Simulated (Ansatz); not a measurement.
Basis-set extrapolation for C$_{2}$H$_{9}$AlSSi (PBE0-D4/def2-TZVP geometry, frozen core, Ansatz). Multiplicity 1, RHF reference.

```json
{"": "HF", "def2-TZVPP": "-1009.398569", "def2-QZVPP": "-1009.429827"}
{"": "MP2 correlation", "def2-TZVPP": "-0.744878", "def2-QZVPP": "-0.798249"}
{"": "CCSD(T) correlation", "def2-TZVPP": "-0.848893", "def2-QZVPP": "not run"}
```

Energies in hartree. Use E(X) = E(∞) + A·exp(−7.88·√X) for Hartree–Fock and E(X) = E(∞) + B·X^(−2.97) for correlation, with X = 3 and 4, and add CCSD(T) minus MP2 of the smaller set to the MP2 limit.

Question: What is the CCSD(T) energy at the basis-set limit?

Answer: HF limit: -1009.429827 + (-0.031258) × 0.13774 = -1009.43413. MP2 limit: -0.798249 + (-0.053371) × 0.74074 = -0.83778. Higher-order term: -0.848893 − (-0.744878) = -0.10401. Total: -1010.37592 hartree, 337.3 kJ/mol below CCSD(T)/def2-TZVPP.
